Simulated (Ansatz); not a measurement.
Stepwise reaction of `C[O][GaH2]` with hydrogen sulfide, as a gas-phase model of exchange steps in deposition or etching. ΔE in kJ/mol.

Calculated with Ansatz (gas phase, PBE0-D4/def2-TZVP geometries, no zero-point term in ΔE). CCSD(T)/CBS adds triple-zeta CCSD(T) − MP2 to the extrapolated MP2 energy (def2 sets, frozen cores). This one scheme is used for every species. DFT in def2-TZVPP. B3LYP here is the variant with VWN-RPA as its local correlation; programs differ in this. For Ga outer-core shells are correlated without core-valence functions, which leaves a few kJ/mol of doubt a bond. Scalar relativity is left out up to krypton. One conformer a species, not always the lowest.

```csv
step,reaction,PBE-D4,B3LYP-D4,ωB97M-V,CCSD(T)/CBS
1,`C[O][GaH2]` + H₂S → `C[O][GaH][SH]` + H₂,-78.9,-75.3,-73.0,-78.9
2,`C[O][GaH][SH]` + H₂S → `C[O][Ga]([SH])[SH]` + H₂,-68.3,-66.2,-63.4,-69.6
```

**Question.** By hand: ΔE of the 2 steps together at CCSD(T)/CBS.

**Answer.** (-78.9) + (-69.6) = -148.5 kJ/mol, or -74.2 kJ/mol a step.

In ΔE each step is higher than the one before. All are downhill at CCSD(T)/CBS. PBE-D4 differs from CCSD(T)/CBS by 0.0 to 1.3 kJ/mol a step. Isolated molecules leave out the surface, adducts and barriers. Largest T1 diagnostic: 0.015.
